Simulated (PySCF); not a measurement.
## Energy of Mn (manganese, neutral) between two integer charges

The 4s beta orbital of [Ar] 3d5 4s2 is emptied in steps (occupation f), with all orbitals relaxed, ending at [Ar] 3d5 4s1. All numbers are calculated (PySCF 2.14, the non-relativistic Hamiltonian (point nucleus), in def2-TZVP). The exact energy is a straight line in f; departures are measured from the line between the end points of the same method.

```json
{"f": "1", "BHandHLYP (eV)": "0.000", "r2SCAN0 (eV)": "0.000"}
{"f": "0.8", "BHandHLYP (eV)": "-0.252", "r2SCAN0 (eV)": "-0.279"}
{"f": "0.6", "BHandHLYP (eV)": "-0.386", "r2SCAN0 (eV)": "-0.405"}
{"f": "0.4", "BHandHLYP (eV)": "-0.394", "r2SCAN0 (eV)": "-0.386"}
{"f": "0.2", "BHandHLYP (eV)": "-0.269", "r2SCAN0 (eV)": "-0.233"}
{"f": "0", "BHandHLYP (eV)": "0.000", "r2SCAN0 (eV)": "0.000"}
```

```json
{"method": "BHandHLYP", "E(f=0) − E(f=1) (eV)": "7.300", "−ε at f=1 (eV)": "5.749", "−ε at f=0.4 (eV)": "7.583"}
{"method": "r2SCAN0", "E(f=0) − E(f=1) (eV)": "6.909", "−ε at f=1 (eV)": "5.125", "−ε at f=0.4 (eV)": "7.364"}
```

Orbital energy along the path (eV):

```csv
f,BHandHLYP,r2SCAN0
1,-5.749,-5.125
0.8,-6.332,-5.901
0.6,-6.940,-6.648
0.4,-7.583,-7.364
0.2,-8.278,-7.950
0,-8.937,-7.930
```

Reference removal energy between the ground levels: 7.434 eV (measured; NIST Atomic Spectra Database, ionization energies).
